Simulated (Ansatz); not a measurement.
Cost and result for the atomization energy of C2H6SSi, SMILES `SC1C[SiH2]1` (10 atoms, 10 bonds).

```csv
atom,x (Å),y (Å),z (Å)
S1,-0.085,-1.137,-1.788
C2,0.285,0.192,-0.655
C3,0.940,-0.266,0.669
Si4,-0.740,0.470,0.867
H5,-1.273,-0.698,-2.233
H6,0.769,1.046,-1.119
H7,1.818,0.292,0.977
H8,1.052,-1.338,0.790
H9,-1.904,-0.407,1.096
H10,-0.862,1.846,1.395
```

Charge 0, multiplicity 1. Geometry: relaxed with PBE0-D4/def2-TZVP. It is one conformer, not always the lowest. Program: Ansatz. All runs use 2 threads of an AMD EPYC 9R45 on a shared host. Times are those of one run each, without the atoms' runs, and a repeat can differ threefold. Electronic energies, without spin–orbit coupling; frozen cores. CCSD(T)/CBS adds CCSD(T) − MP2 in def2-TZVPP to the MP2 limit, and its time is that of the two runs behind it. T1 = 0.012. B3LYP takes the VWN-RPA correlation (the form of Gaussian; ORCA's B3LYP/G).

CCSD(T)/CBS is a level of theory with its own doubt, some kJ/mol a heavy atom from the limit and from the frozen cores, so smaller differences don't rank the functionals.

| level | functions | wall time | atomization (kcal/mol) | difference from CCSD(T)/CBS | per bond |
| --- | --- | --- | --- | --- | --- |
| LDA (SPW92)/def2-TZVPP | 230 | 0.7 s | 941.4 | 117.7 | 11.8 |
| revPBE-D4/def2-TZVPP | 230 | 1.1 s | 820.5 | -3.2 | -0.3 |
| BLYP-D4/def2-TZVPP | 230 | 1.1 s | 816.9 | -6.8 | -0.7 |
| PBE-D4/def2-TZVPP (with forces) | 230 | 1.4 s | 837.9 | 14.2 | 1.4 |
| BHLYP-D4/def2-TZVPP | 230 | 1.5 s | 802.6 | -21.1 | -2.1 |
| PBE0-D4/def2-TZVPP | 230 | 1.6 s | 827.8 | 4.1 | 0.4 |
| CCSD(T)/def2-SVP | 94 | 1.6 s | 774.6 | -49.1 | -4.9 |
| r2SCAN-D4/def2-TZVPP (with forces) | 230 | 2.4 s | 827.5 | 3.8 | 0.4 |
| B3LYP-D4/def2-TZVPP (with forces) | 230 | 2.5 s | 821.7 | -2.0 | -0.2 |
| ωB97M-V/def2-TZVPP (with forces) | 230 | 5.5 s | 828.4 | 4.7 | 0.5 |
| MP2/def2-QZVPP | 434 | 11 s | 823.2 | -0.5 | 0.0 |
| CCSD(T)/def2-TZVPP | 230 | 33 s | 801.5 | -22.2 | -2.2 |
| CCSD(T)/CBS(def2) | – | 43 s | 823.7 | 0.0 | 0.0 |

At CCSD(T), def2-SVP lies −49.1 kcal/mol from the extrapolated value and def2-TZVPP −22.2 kcal/mol: correlation converges slowly with the basis, and small sets miss more of it in the bonded molecule than in its fragments. From r2SCAN to r2SCAN0 (25 % exact exchange), in def2-TZVPP and without D4, the atomization energy moves by −9.5 kcal/mol: exact exchange takes away binding that semilocal exchange gives to molecules. In def2-TZVPP, CCSD(T) changes the Hartree–Fock value by +203.1 kcal/mol (the triples alone add +12.5 kcal/mol) and MP2 by +211.7 kcal/mol; breaking electron pairs costs correlation energy, which Hartree–Fock lacks.
